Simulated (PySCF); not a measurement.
Excitation energy of Al by level of theory

Al [Ne] 3s2 3p1 (2P) → Al [Ne] 3s2 3d1 (2D), as a difference of total energies. Computed with PySCF 2.14 in aug-cc-pV(T+d)Z (6s5p4d2f, 55 functions), with no relativity, point nucleus. Correlated levels: valence: [Ne] frozen. The calculations carry no spin-orbit coupling.

Question: Order these methods by the excitation energy they give, lowest first.
A. CCSD (valence)
B. CCSD(T) (valence)
C. UHF
D. CCSDT (valence)

Answer: D (32669 cm⁻¹), B (33180 cm⁻¹), A (34042 cm⁻¹), C (35550 cm⁻¹).

Errors of the correlated levels include the incompleteness of this basis and the frozen core.

The coupled-cluster amplitudes are large for the upper state (T1 above 0.03 or a double amplitude above 0.15), so a single reference is strained.

For comparison: 32362 cm⁻¹ (measured; NIST levels, between the centres of gravity of the two terms).
